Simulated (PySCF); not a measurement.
# Trend along the chalcogens: MCa cations

PBE0 with double-zeta basis sets in PySCF, for the lowest determinant that a PBE0 search found; no spin–orbit coupling. De refers to high-spin ground-configuration atoms (the charge goes to the atom of lower measured ionisation energy or higher electron affinity, which is not always the lowest computed limit). A positive dipole points towards Ca; it is taken about the centre of mass and depends on that origin.

```json
{"M": "O", "basis": "6-31G(d,p)", "charged atom": "Ca+", "state (unpaired electrons)": "doublet (π ↑)", "Re (Å)": "1.972", "ωe (cm⁻¹)": "660", "De (eV)": "3.67", "μ (D)": "7.81"}
{"M": "S", "basis": "def2-SVPD", "charged atom": "Ca+", "state (unpaired electrons)": "doublet (π ↑)", "Re (Å)": "2.460", "ωe (cm⁻¹)": "409", "De (eV)": "2.97", "μ (D)": "9.98"}
{"M": "Se", "basis": "def2-SVP", "charged atom": "Ca+", "state (unpaired electrons)": "doublet (π ↑)", "Re (Å)": "2.587", "ωe (cm⁻¹)": "310", "De (eV)": "2.70", "μ (D)": "12.70"}
{"M": "Te", "basis": "def2-SVP", "charged atom": "Ca+", "state (unpaired electrons)": "doublet (π ↑)", "Re (Å)": "2.801", "ωe (cm⁻¹)": "262", "De (eV)": "2.34", "μ (D)": "13.76"}
```

The shortest bond is that of CaO⁺ (1.972 Å), the longest that of CaTe⁺ (2.801 Å). CaO⁺ is bound most strongly (3.67 eV) and CaTe⁺ least (2.34 eV).

The rows differ in basis set, which adds steps of its own.

Down a group the atoms grow and get heavier, so bonds lengthen and wavenumbers fall; this series shows no clear exception.

These are scalar-relativistic numbers at best; spin–orbit coupling would shift them, the dissociation energy most. For an ion De counts to the pair picked by the measured ionisation energies or electron affinities, which need not be the lowest pair at this level. States were picked by a PBE0 search and need not be the measured ground states.
